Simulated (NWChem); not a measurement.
System: MgSiH$_{4}$O; SMILES [MgH][O][SiH3]

NWChem printed, in part:

```
             Northwest Computational Chemistry Package (NWChem) 7.3.0
             --------------------------------------------------------

                             Geometry "geometry" -> ""
                             -------------------------

 Output coordinates in angstroms (scale by  1.889725989 to convert to a.u.)

  No.       Tag          Charge          X              Y              Z
 ---- ---------------- ---------- -------------- -------------- --------------
    1 Mg                  12.0000     0.00727700     1.93468300     0.00617200
    2 H                    1.0000     0.01654000     3.62318300     0.01320800
    3 O                    8.0000    -0.00066700     0.13245500     0.00007800
    4 Si                  14.0000    -0.00032000    -1.50319100    -0.00063200
    5 H                    1.0000    -1.08088000    -2.05404500    -0.88381300
    6 H                    1.0000    -0.22441900    -2.05434600     1.37674900
    7 H                    1.0000     1.30511600    -2.05309100    -0.49532000

 Effective nuclear repulsion energy (a.u.)     121.8466419486

                                 NWChem DFT Module
                                 -----------------

 Summary of "ao basis" -> "ao basis" (spherical)
 ------------------------------------------------------------------------------
       Tag                 Description            Shells   Functions and Types
 ---------------- ------------------------------  ------  ---------------------
 Mg                         6-31+g*                 10       22   5s4p1d
 H                          6-31+g*                  2        2   2s
 O                          6-31+g*                  8       18   4s3p1d
 Si                         6-31+g*                 10       22   5s4p1d

            General Information
            -------------------
          SCF calculation type: DFT
          Wavefunction type:  closed shell.
          No. of atoms     :     7
          No. of electrons :    38
           Alpha electrons :    19
            Beta electrons :    19
          Charge           :     0
          Spin multiplicity:     1
          Use of symmetry is: off; symmetry adaption is: off
          Maximum number of iterations: 150
          AO basis - number of functions:    70
                     number of shells:    36
          Convergence on energy requested:  1.00D-06
          Convergence on density requested:  1.00D-05
          Convergence on gradient requested:  5.00D-04

              XC Information
              --------------
                     Hartree-Fock (Exact) Exchange  1.000
                   CAM-Becke88 Exchange Functional  1.000
                      VWN V Correlation Functional  0.190 local
              Lee-Yang-Parr Correlation Functional  0.810

           Range-Separation Parameters
           ---------------------------
           Alpha           :  0.19
           Beta            :  0.46
           Gamma           :  0.33
           Short-Range HF  :     F

             Grid Information
             ----------------
          Grid used for XC integration:  medium
          Radial quadrature: Mura-Knowles
          Angular quadrature: Lebedev.
          Tag              B.-S. Rad. Rad. Pts. Rad. Cut. Ang. Pts.
          ---              ---------- --------- --------- ---------
          Mg                  1.50       88          15.0       590
          H                   0.35       45          15.0       434
          O                   0.60       49          11.0       434
          Si                  1.10       88          16.0       590
          Grid pruning is: on
          Number of quadrature shells:   405
          Spatial weights used:  Erf1

      Superposition of Atomic Density Guess
      -------------------------------------

 Sum of atomic energies:        -565.16278086

      Non-variational initial energy
      ------------------------------

 Total energy =    -565.650794
 1-e energy   =   -1027.247324
 2-e energy   =     339.749888
 HOMO         =      -0.392227
 LUMO         =      -0.054805

   convergence    iter        energy       DeltaE   RMS-Dens  Diis-err
 ---------------- ----- ----------------- --------- --------- ---------
 d= 0,ls=0.0,diis     1   -567.1038370025 -6.89D+02  1.90D-02  8.63D-01
 d= 0,ls=0.0,diis     2   -566.9914785932  1.12D-01  9.13D-03  2.23D+00
 d= 0,ls=0.0,diis     3   -567.2088915869 -2.17D-01  1.58D-03  4.05D-03
 d= 0,ls=0.0,diis     4   -567.2095889316 -6.97D-04  3.15D-04  1.40D-04
 d= 0,ls=0.0,diis     5   -567.2096263640 -3.74D-05  8.43D-05  1.04D-05
  Resetting Diis
 d= 0,ls=0.0,diis     6   -567.2096289351 -2.57D-06  2.30D-05  3.22D-07
 d= 0,ls=0.0,diis     7   -567.2096290400 -1.05D-07  2.77D-06  5.30D-09

         Total DFT energy =     -567.209629039971
      One electron energy =    -1029.947038560781
           Coulomb energy =      388.431631941739
    Exchange-Corr. energy =      -47.540864369552
 Nuclear repulsion energy =      121.846641948623

 Numeric. integr. density =       38.000020097024

                       DFT Final Molecular Orbital Analysis
                       ------------------------------------

 Vector   17  Occ=2.000000D+00  E=-3.566052D-01
              MO Center=  1.5D-02,  3.3D+00,  1.2D-02, r^2= 1.7D+00
   Bfn.  Coefficient  Atom+Function         Bfn.  Coefficient  Atom+Function
  ----- ------------  ---------------      ----- ------------  ---------------
    23      0.304292  2 H  s                 24      0.305505  2 H  s
     8      0.267094  1 Mg py                 6      0.234066  1 Mg s
    36      0.181974  3 O  py                52      0.174028  4 Si s
     2     -0.151669  1 Mg s                 12      0.132243  1 Mg py
     4     -0.128115  1 Mg py                28     -0.099160  3 O  py

 Vector   18  Occ=2.000000D+00  E=-3.463839D-01
              MO Center= -2.4D-01, -8.7D-01, -1.1D-01, r^2= 2.8D+00
   Bfn.  Coefficient  Atom+Function         Bfn.  Coefficient  Atom+Function
  ----- ------------  ---------------      ----- ------------  ---------------
    29      0.326931  3 O  pz                27      0.315050  3 O  px
    66      0.285534  5 H  s                 33      0.236245  3 O  pz
    31      0.227660  3 O  px                65      0.210640  5 H  s
    68     -0.172330  6 H  s                 51     -0.153649  4 Si pz
    49     -0.148071  4 Si px                67     -0.127140  6 H  s

 Vector   19  Occ=2.000000D+00  E=-3.463724D-01
              MO Center=  2.4D-01, -8.7D-01,  1.1D-01, r^2= 2.8D+00
   Bfn.  Coefficient  Atom+Function         Bfn.  Coefficient  Atom+Function
  ----- ------------  ---------------      ----- ------------  ---------------
    27      0.326954  3 O  px                29     -0.315084  3 O  pz
    70     -0.264333  7 H  s                 31      0.236260  3 O  px
    68      0.230216  6 H  s                 33     -0.227683  3 O  pz
    69     -0.195022  7 H  s                 67      0.169847  6 H  s
    49     -0.153638  4 Si px                51      0.148055  4 Si pz

[...]

                                NWChem TDDFT Module
                                -------------------

            General Information
            -------------------
           No. of orbitals :     140
            Alpha orbitals :      70
             Beta orbitals :      70
        Alpha frozen cores :       0
         Beta frozen cores :       0
     Alpha frozen virtuals :       0
      Beta frozen virtuals :       0
         Spin multiplicity :       1
    Number of AO functions :      70
        Use of symmetry is : off
      Symmetry adaption is : off
         Schwarz screening :  0.10D-07

              XC Information
              --------------
              Hartree-Fock (Exact) Exchange   1.00
            CAM-Becke88 Exchange Functional   1.00
               VWN V Correlation Functional   0.19 local
       Lee-Yang-Parr Correlation Functional   0.81
           Alpha           :  0.19
           Beta            :  0.46
           Gamma           :  0.33

             TDDFT Information
             -----------------
          Calculation type : TDDFT
         Wavefunction type : Restricted singlets & triplets
          No. of electrons :      38
           Alpha electrons :      19
            Beta electrons :      19
              No. of roots :       8
          Max subspacesize :    5600
            Max iterations :     100
               Target root :       1
           Target symmetry : none
      Symmetry restriction : off
                 Algorithm : Optimal
        Davidson threshold :  0.10D-03

    8 smallest eigenvalue differences (eV)
--------------------------------------------------------
  No. Spin  Occ  Vir  Irrep   E(Occ)    E(Vir)   E(Diff)
--------------------------------------------------------
    1    1   19   20 a        -0.346    -0.011     9.131
    2    1   18   20 a        -0.346    -0.011     9.132
    3    1   17   20 a        -0.357    -0.011     9.410
    4    1   19   21 a        -0.346     0.003     9.500
    5    1   19   22 a        -0.346     0.003     9.500
    6    1   18   21 a        -0.346     0.003     9.500
    7    1   18   22 a        -0.346     0.003     9.500
    8    1   17   21 a        -0.357     0.003     9.778
--------------------------------------------------------

  Entering Davidson iterations
  Restricted singlet excited states

  Iter   NTrls   NConv    DeltaV     DeltaE      Time
  ----  ------  ------  ---------  ---------  ---------
    1      8       0     0.18E+00   0.10+100        6.1
    2     24       0     0.31E-01   0.13E-01        8.1
    3     40       0     0.12E-01   0.11E-02        8.2
    4     56       0     0.42E-02   0.13E-03        8.1
    5     72       0     0.31E-01   0.83E-02        8.2
    6     88       1     0.90E-02   0.20E-02        8.1
    7    102       4     0.30E-02   0.82E-04        7.7
    8    110       4     0.72E-03   0.11E-04        6.1
    9    118       7     0.16E-03   0.32E-06        6.1
   10    120       8     0.68E-04   0.10E-07        4.6
  ----  ------  ------  ---------  ---------  ---------
  Convergence criterion met

  Ground state a        -567.209629039971 a.u.

  ----------------------------------------------------------------------------
  Root   1 singlet a              0.222211429 a.u.                6.0467 eV
  ----------------------------------------------------------------------------
     Transition Moments    X -0.17474   Y -0.00031   Z  0.17984
     Dipole Oscillator Strength                    0.0093147797
     Electric Quadrupole                           0.0000000015
     Magnetic Dipole                               0.0000003438
     Total Oscillator Strength                     0.0093151250

     Occ.   15  a   ---  Virt.   20  a   -0.18279 X
     Occ.   15  a   ---  Virt.   27  a   -0.06607 X
     Occ.   17  a   ---  Virt.   22  a   -0.08775 X
     Occ.   17  a   ---  Virt.   25  a   -0.05116 X
     Occ.   19  a   ---  Virt.   20  a    0.92522 X
     Occ.   19  a   ---  Virt.   23  a   -0.16075 X
     Occ.   19  a   ---  Virt.   24  a   -0.17806 X
     Occ.   19  a   ---  Virt.   30  a    0.15225 X
  ----------------------------------------------------------------------------
  Root   2 singlet a              0.222233065 a.u.                6.0473 eV
  ----------------------------------------------------------------------------
     Transition Moments    X -0.18003   Y -0.00075   Z -0.17493
     Dipole Oscillator Strength                    0.0093352573
     Electric Quadrupole                           0.0000000014
     Magnetic Dipole                               0.0000003429
     Total Oscillator Strength                     0.0093356016

     Occ.   16  a   ---  Virt.   20  a    0.18296 X
     Occ.   16  a   ---  Virt.   27  a    0.06615 X
     Occ.   17  a   ---  Virt.   21  a   -0.08802 X
     Occ.   17  a   ---  Virt.   26  a   -0.05127 X
     Occ.   18  a   ---  Virt.   20  a    0.92529 X
     Occ.   18  a   ---  Virt.   23  a   -0.16075 X
     Occ.   18  a   ---  Virt.   24  a   -0.17802 X
     Occ.   18  a   ---  Virt.   30  a    0.15219 X
  ----------------------------------------------------------------------------
  Root   3 singlet a              0.254845781 a.u.                6.9347 eV
  ----------------------------------------------------------------------------
     Transition Moments    X  0.07909   Y  0.00335   Z  0.35756
     Dipole Oscillator Strength                    0.0227862413
     Electric Quadrupole                           0.0000006374
     Magnetic Dipole                               0.0000016766
     Total Oscillator Strength                     0.0227885554

     Occ.   15  a   ---  Virt.   21  a   -0.15423 X
     Occ.   15  a   ---  Virt.   26  a   -0.09237 X
     Occ.   16  a   ---  Virt.   21  a    0.05136 X
     Occ.   16  a   ---  Virt.   22  a   -0.06273 X
     Occ.   17  a   ---  Virt.   21  a   -0.28187 X
     Occ.   17  a   ---  Virt.   22  a    0.19773 X
     Occ.   17  a   ---  Virt.   25  a    0.06036 X
     Occ.   17  a   ---  Virt.   26  a   -0.11341 X
     Occ.   18  a   ---  Virt.   21  a    0.19858 X
     Occ.   18  a   ---  Virt.   22  a   -0.25683 X
     Occ.   18  a   ---  Virt.   25  a   -0.08465 X
     Occ.   18  a   ---  Virt.   26  a    0.07790 X
     Occ.   19  a   ---  Virt.   21  a    0.73239 X
     Occ.   19  a   ---  Virt.   22  a   -0.25936 X
     Occ.   19  a   ---  Virt.   25  a   -0.05669 X
     Occ.   19  a   ---  Virt.   26  a    0.26347 X
     Occ.   19  a   ---  Virt.   29  a    0.09617 X
     Occ.   19  a   ---  Virt.   38  a   -0.06035 X
  ----------------------------------------------------------------------------
  Root   4 singlet a              0.254860356 a.u.                6.9351 eV
  ----------------------------------------------------------------------------
     Transition Moments    X  0.44921   Y  0.00600   Z  0.20644
     Dipole Oscillator Strength                    0.0415332171
     Electric Quadrupole                           0.0000011766
     Magnetic Dipole                               0.0000030770
     Total Oscillator Strength                     0.0415374708

     Occ.   15  a   ---  Virt.   21  a    0.07720 X
     Occ.   15  a   ---  Virt.   22  a    0.09639 X
     Occ.   15  a   ---  Virt.   25  a    0.06201 X
     Occ.   16  a   ---  Virt.   21  a    0.09649 X
     Occ.   16  a   ---  Virt.   22  a    0.05211 X
     Occ.   16  a   ---  Virt.   26  a    0.05290 X
     Occ.   17  a   ---  Virt.   21  a   -0.44583 X
     Occ.   17  a   ---  Virt.   22  a   -0.14190 X
     Occ.   17  a   ---  Virt.   25  a   -0.07281 X
     Occ.   17  a   ---  Virt.   26  a   -0.15870 X
     Occ.   18  a   ---  Virt.   21  a    0.49052 X
     Occ.   18  a   ---  Virt.   22  a    0.26581 X
     Occ.   18  a   ---  Virt.   25  a    0.11362 X
     Occ.   18  a   ---  Virt.   26  a    0.15393 X
     Occ.   18  a   ---  Virt.   29  a    0.06948 X
     Occ.   19  a   ---  Virt.   21  a   -0.32256 X
     Occ.   19  a   ---  Virt.   22  a   -0.44747 X
     Occ.   19  a   ---  Virt.   25  a   -0.16423 X
     Occ.   19  a   ---  Virt.   26  a   -0.09369 X
     Occ.   19  a   ---  Virt.   28  a    0.06151 X
  ----------------------------------------------------------------------------
  Root   5 singlet a              0.254950002 a.u.                6.9375 eV
  ----------------------------------------------------------------------------
     Transition Moments    X  0.26549   Y  0.00041   Z -0.31764
     Dipole Oscillator Strength                    0.0291288225
     Electric Quadrupole                           0.0000009188
     Magnetic Dipole                               0.0000024016
     Total Oscillator Strength                     0.0291321429

[...]
```

Level: CAM-B3LYP/6-31+G* (spherical d), full TDDFT. Geometry: optimised at PBE0/def2-SVP.

**Question.** Which NWChem input produces such a log?

**Answer.** One answer among several that fit: the input that was run:
```
start job
memory heap 200 mb stack 900 mb global 1100 mb
geometry units angstroms noautosym nocenter noautoz
  Mg     0.007277     1.934683     0.006172
  H      0.016540     3.623183     0.013208
  O     -0.000667     0.132455     0.000078
  Si    -0.000320    -1.503191    -0.000632
  H     -1.080880    -2.054045    -0.883813
  H     -0.224419    -2.054346     1.376749
  H      1.305116    -2.053091    -0.495320
end
basis spherical
  * library 6-31+g*
end
dft
  xc xcamb88 1.00 lyp 0.81 vwn_5 0.19 hfexch 1.00
  cam 0.33 cam_alpha 0.19 cam_beta 0.46
  iterations 150
end
tddft
  nroots 8
end
task tddft energy
```
